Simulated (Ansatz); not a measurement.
Cost and result for the atomization energy of `C[Si@H]1N[C@@H]1[GaH2]` (13 atoms, 13 bonds).

```xyz
13

C     0.419    2.127   -0.620
Si   -0.359    0.691    0.268
N    -1.332   -0.476   -0.540
C     0.043   -1.040   -0.252
Ga    0.271   -2.396    1.112
H     1.300    2.484   -0.080
H     0.728    1.833   -1.625
H    -0.282    2.962   -0.701
H    -0.780    1.015    1.650
H    -1.547   -0.403   -1.525
H     0.749   -1.031   -1.087
H     1.707   -3.003    1.332
H    -0.918   -2.763    2.068
```

Charge 0, multiplicity 1. Correlated methods include outer-core shells of Ga, which these sets cover unevenly. Scalar relativity is left out up to krypton. The geometry is a stationary point of PBE0-D4/def2-TZVP. Program: Ansatz. All runs use 2 threads of an AMD EPYC 7R13 on a shared host and a share of an NVIDIA H100 80 GB. Times are those of one run each, without the atoms' runs, and a repeat can differ threefold. Electronic energies, without spin–orbit coupling; frozen cores. CCSD(T)/CBS adds CCSD(T) − MP2 in def2-TZVPP to the MP2 limit, and its time is that of the two runs behind it. T1 = 0.013. With those shells the extrapolation isn't a true limit. B3LYP takes the VWN-RPA correlation (the form of Gaussian; ORCA's B3LYP/G).

CCSD(T)/CBS is a level of theory with its own doubt, some kJ/mol a heavy atom from the limit and from the frozen cores, so smaller differences don't rank the functionals.

```
                             level  functions  wall time
                 B2PLYP/def2-TZVPP        295      2.5 s
r2SCAN-D4/def2-TZVPP (with forces)        295      2.6 s
   PBE-D4/def2-TZVPP (with forces)        295      2.6 s
                ωB97X-V/def2-TZVPP        295        3 s
                PBE0-D4/def2-TZVPP        295      3.2 s
  ωB97M-V/def2-TZVPP (with forces)        295      3.6 s
 B3LYP-D4/def2-TZVPP (with forces)        295        4 s
                CCSD(T)/def2-TZVPP        295      4.4 s
                    MP2/def2-QZVPP        570      6.5 s
                 CCSD(T)/CBS(def2)          –       11 s
```

What atomization energy does each give, and how far from CCSD(T)/CBS? (Estimate.)

Ansatz gave: 
```json
{"level": "B2PLYP/def2-TZVPP", "atomization (kJ/mol)": "4280.9", "difference from CCSD(T)/CBS": "-62.7", "per bond": "-4.8"}
{"level": "r2SCAN-D4/def2-TZVPP (with forces)", "atomization (kJ/mol)": "4349.2", "difference from CCSD(T)/CBS": "5.6", "per bond": "0.4"}
{"level": "PBE-D4/def2-TZVPP (with forces)", "atomization (kJ/mol)": "4400.3", "difference from CCSD(T)/CBS": "56.7", "per bond": "4.4"}
{"level": "ωB97X-V/def2-TZVPP", "atomization (kJ/mol)": "4365.2", "difference from CCSD(T)/CBS": "21.6", "per bond": "1.7"}
{"level": "PBE0-D4/def2-TZVPP", "atomization (kJ/mol)": "4341.5", "difference from CCSD(T)/CBS": "-2.1", "per bond": "-0.2"}
{"level": "ωB97M-V/def2-TZVPP (with forces)", "atomization (kJ/mol)": "4349.0", "difference from CCSD(T)/CBS": "5.4", "per bond": "0.4"}
{"level": "B3LYP-D4/def2-TZVPP (with forces)", "atomization (kJ/mol)": "4328.8", "difference from CCSD(T)/CBS": "-14.8", "per bond": "-1.1"}
{"level": "CCSD(T)/def2-TZVPP", "atomization (kJ/mol)": "4232.4", "difference from CCSD(T)/CBS": "-111.2", "per bond": "-8.5"}
{"level": "MP2/def2-QZVPP", "atomization (kJ/mol)": "4341.2", "difference from CCSD(T)/CBS": "-2.4", "per bond": "-0.2"}
{"level": "CCSD(T)/CBS(def2)", "atomization (kJ/mol)": "4343.6", "difference from CCSD(T)/CBS": "0.0", "per bond": "0.0"}
```

From PBE to PBE0 (25 % exact exchange), in def2-TZVPP and without D4, the atomization energy moves by −54.3 kJ/mol: exact exchange takes away binding that semilocal exchange gives to molecules. In def2-TZVPP, CCSD(T) changes the Hartree–Fock value by +1139.2 kJ/mol (the triples alone add +65.0 kJ/mol) and MP2 by +1181.6 kJ/mol; breaking electron pairs costs correlation energy, which Hartree–Fock lacks. The D4 term adds +48.7 kJ/mol with B3LYP and +25.7 kJ/mol with PBE0; it sums over pairs of atoms, weighted by their polarisabilities, and B3LYP, whose exchange is more repulsive, gets the larger term.
